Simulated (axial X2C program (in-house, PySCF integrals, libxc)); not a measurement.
**Low determinants of Se₂ at the PBE0 level, with spin–orbit coupling**

Computed with an axial X2C code built on PySCF integrals. Two-component (2c) means X2C with spin–orbit coupling and atomic mean-field two-electron Coulomb and Gaunt terms. Basis: Se dyall-cv3z [8s9p6d4f1g] (cores contracted in-house); Gaussian nuclei, density fitting, unrestricted open shells. Masses: Se 79.917 u.

Search at 2.140 Å (vertical energies from the lowest determinant):

```json
{"ΔE (eV)": "0.00", "state": "Ω = 1", "electrons beyond evenly filled partner blocks": "ω = -1/2, ω = 3/2", "electrons in ±ω = 1/2, 3/2, 5/2, 7/2": "45 19 4 0"}
{"ΔE (eV)": "0.37", "state": "Ω = 0", "electrons beyond evenly filled partner blocks": "none", "electrons in ±ω = 1/2, 3/2, 5/2, 7/2": "46 18 4 0"}
{"ΔE (eV)": "0.62", "state": "Ω = 2", "electrons beyond evenly filled partner blocks": "ω = 1/2, ω = 3/2", "electrons in ±ω = 1/2, 3/2, 5/2, 7/2": "45 19 4 0"}
{"ΔE (eV)": "0.87", "state": "Ω = 0", "electrons beyond evenly filled partner blocks": "none", "electrons in ±ω = 1/2, 3/2, 5/2, 7/2": "44 20 4 0"}
{"ΔE (eV)": "2.52", "state": "Ω = 3", "electrons beyond evenly filled partner blocks": "2 × ω = 3/2", "electrons in ±ω = 1/2, 3/2, 5/2, 7/2": "46 18 4 0"}
{"ΔE (eV)": "2.99", "state": "Ω = 1", "electrons beyond evenly filled partner blocks": "2 × ω = 1/2", "electrons in ±ω = 1/2, 3/2, 5/2, 7/2": "44 20 4 0"}
{"ΔE (eV)": "4.06", "state": "Ω = 1", "electrons beyond evenly filled partner blocks": "2 × ω = 1/2", "electrons in ±ω = 1/2, 3/2, 5/2, 7/2": "46 18 4 0"}
```

Lowest determinant, Ω = 1 (⟨Sz⟩ = 1.00, ⟨Lz⟩ = 0.00 at PBE0): Re = 2.161 Å, ωe = 400.8 cm⁻¹.

The determinant in row 2 of the search, Ω = 0 (closed shell), was followed along the bond at PBE0; measured from the minimum of the lowest determinant it gives:

Te = 0.365 eV (2945 cm⁻¹), Re = 2.164 Å, ωe = 398.8 cm⁻¹.

Q: Compare the bond of the determinant in row 2 with that of the lowest one.

A: At PBE0 its Re is 0.003 Å longer and its force constant, which goes as ωe², is 0.99 times that of the lowest determinant. T0 ≈ Te + Δωe/2 = 2945 + (-1) = 2944 cm⁻¹.

The search compares states at one distance, so a state with another bond length can lie lower; it is not exhaustive and yields mostly the lowest determinant of each block pattern, so other components and higher states of one pattern are missing. These are energies of single determinants, not of spin-adapted states; PBE0 term energies can be off by some tenths of an eV, and the functional has no current term. Open-shell Ω = 0 determinants with evenly filled partner blocks cannot be reached by this program, so the Ω shown need not be the lowest component. The lowest determinant need not be the ground state where others lie within half an eV. A closed-shell Ω = 0 row of a π² shell mixes the 0⁺ component of the triplet with ¹Σ⁺ and matches no level; 0⁺ can lie lowest.
